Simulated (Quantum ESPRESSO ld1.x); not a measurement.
Values are calculated unless marked as measured or tabulated.
Problem. Species: Ti II. Configuration: [Ar] 3d2 4s1. Level of theory: scalar-relativistic Kohn-Sham, PBE, spin-unpolarised, spherical densities, point nucleus (ld1.x of Quantum ESPRESSO 7.5). Some entries of the table are withheld. Estimate them.

| orbital | occ. | eigenvalue (Ry) | r(max) (bohr) |
|---|---|---|---|
| 1s | 2 | -358.400 | 0.045 |
| 2s | 2 | -39.9965 | 0.269 |
| 2p | 6 | -33.1857 | (1) |
| 3s | 2 | -5.13890 | (2) |
| 3p | 6 | -3.39210 | (3) |
| 3d | 2 | (4) | (5) |
| 4s | 1 | (6) | 2.75 |

Solution. 
(1) 2p r(max) (bohr): 0.220
(2) 3s r(max) (bohr): 0.870
(3) 3p r(max) (bohr): 0.906
(4) 3d eigenvalue (Ry): -0.83551
(5) 3d r(max) (bohr): 0.981
(6) 4s eigenvalue (Ry): -0.76077
